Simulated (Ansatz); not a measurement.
Input for Ansatz (development build ahead of 0.2.0):

```yaml
crystal:
  periodic: [false, false, false]
  atoms:
    - { symbol: Be, position_ang: [0.0, 0.0, 0.0] }
    - { symbol: O, position_ang: [0.0, 0.0, 1.88] }
basis:
  gaussian: { orbitals: def2-SVP }
magnetization:
  spin_polarized: true
hamiltonian:
  xc: hf
correlation:
  method: mp2
  frozen_orbitals: { Be: 0, O: 1 }
output:
  forces: true
```

The input is written out in the form of the current development build from the run's settings.

Output:

| Property | Result |
| --- | --- |
| Converged | yes |
| Reference energy | -89.32273 hartree |
| Correlation energy | -0.15927 hartree |
| Total energy | -89.48201 hartree |
| Spin squared of the determinant | 1.010 |
| Stability test | minimum |

Forces (eV/Å):
| atom | Fx | Fy | Fz |
| --- | --- | --- | --- |
| Be1 | 0.000 | 0.000 | 4.043 |
| O2 | 0.000 | 0.000 | -4.043 |

Caution: bonds are stretched, where a single reference can fail; the unrestricted determinant is a mixture of spin states.
